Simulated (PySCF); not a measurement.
Core-level binding energies of ZnMe(CCH)

Compound: ZnMe(CCH), C3H4Zn (singlet state).
Cartesian coordinates in Å at the PBE0-D3(BJ)/def2-SVP level; atoms count from 1:
```xyz
8
C3H4Zn angstrom
Zn     0.000    0.000    0.035
C     -0.004   -0.017    1.966
H     -0.848    0.566    2.368
H      0.925    0.415    2.371
H     -0.093   -1.045    2.353
C      0.002    0.014   -1.858
C      0.007    0.029   -3.079
H      0.011    0.039   -4.155
```

Theory: delta-SCF UKS SCAN, pcX-2 on the ionised atom (unc-x2c-TZVPall on a metal), pcseg-1 elsewhere, spin-free X2C in PySCF 2.14.0. These are vertical core ionisation energies against the vacuum level, from separate self-consistent calculations with and without the core hole.

Problem. Give the core binding energies atom by atom.

Solution. 
```
atom(s)   bonded to  level  binding energy (eV)  above the level's lowest (eV)  count
     C2  3 H and Zn   C 1s               289.98                          +0.22      1
     C6    C and Zn   C 1s               289.76                           0.00      1
     C7     C and H   C 1s               290.08                          +0.32      1
```

The listed C 1s values span 0.32 eV, from C6 (bonded to C and Zn) to C7 (bonded to C and H). The widest gap between neighbouring values is 0.22 eV, between 289.76 and 289.98 eV.

Problem. What is the C 1s shift of C7 against C2?

Solution. 290.08 − 289.98 = +0.10 eV, or +10 kJ/mol.

Problem. Give the binding energy of C 1s of C6 in hartree and in kJ/mol.

Solution. 289.76 eV = 10.6485 Eh = 27958 kJ/mol.

Not every level is listed. Spin contamination (⟨S²⟩ against 0.75 for a pure doublet) is marked for C 1s of C6 (0.87) and C 1s of C7 (0.86), which makes these values less certain. No level of zinc is listed. Geometry: PBE0-D3(BJ)/def2-SVP; no solvent, vibrations or thermal averaging. Metal 2p energies of this one-determinant scheme are less reliable than its 1s energies.

Hardware: one thread of an x86-64 server (shared host). Cost: 11 s of wall time.
